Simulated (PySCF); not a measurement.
Molfile (atoms numbered from 1):
```
H6O3Si2
     RDKit          3D

 11 10  0  0  0  0  0  0  0  0999 V2000
    1.4624    1.8112   -0.1184 O   0  0  0  0  0  0  0  0  0  0  0  0
    1.0444    0.2487   -0.2801 Si  0  0  0  0  0  4  0  0  0  0  0  0
    1.7649   -0.5656    0.9151 O   0  0  0  0  0  0  0  0  0  0  0  0
   -0.5578    0.0945   -0.1414 O   0  0  0  0  0  0  0  0  0  0  0  0
   -1.8994   -0.7411    0.2056 Si  0  0  0  0  0  4  0  0  0  0  0  0
    0.9898    2.4771   -0.6077 H   0  0  0  0  0  0  0  0  0  0  0  0
    1.4238   -0.2788   -1.5791 H   0  0  0  0  0  0  0  0  0  0  0  0
    2.5655   -0.2166    1.2959 H   0  0  0  0  0  0  0  0  0  0  0  0
   -2.2280   -1.5315   -0.9817 H   0  0  0  0  0  0  0  0  0  0  0  0
   -2.8886    0.3035    0.4701 H   0  0  0  0  0  0  0  0  0  0  0  0
   -1.6716   -1.5987    1.3656 H   0  0  0  0  0  0  0  0  0  0  0  0
  1  2  1  0
  2  3  1  0
  2  4  1  0
  4  5  1  0
  1  6  1  0
  2  7  1  0
  3  8  1  0
  5  9  1  0
  5 10  1  0
  5 11  1  0
M  END
```

Calculated, not measured (PySCF 2.14.0 with density-fitted response routines): structure optimised with GFN2-xTB, σ from GIAO-PBE0/pcSseg-1. Single conformer, fast rotation and ring inversion assumed for equivalent nuclei, no solvent, non-relativistic Hamiltonian.

Chemical shifts δ = σref − σ; TMS for 1H (σref 31.72) and 29Si (σref 349.16); 17O (σref 336.08) against H2O, all at this level.

| atoms | nucleus | count | δ (ppm) |
| --- | --- | --- | --- |
| O1/O3 | 17O | 2 | 52.4 |
| Si5 | 29Si | 1 | ? |
| H6/H8 | 1H | 2 | 2.04 |
| Si2 | 29Si | 1 | -63.9 |
| H7 | 1H | 1 | 4.58 |
| H9/H10/H11 | 1H | 3 | ? |
| O4 | 17O | 1 | 52.9 |

Fill in the missing shifts.

## Answers


- H9/H10/H11: 5.20 ppm, hydrogen on a silicon bonded to O
- Si5: -45.2 ppm, silicon bonded to O, 3 H

The OH or NH signal is concentration- and solvent-dependent in practice; the value given is the gas-phase one. Experimental scales use liquid or dissolved standards, which lie at an offset from isolated H2O (liquid H2O: subtract about 36 ppm).
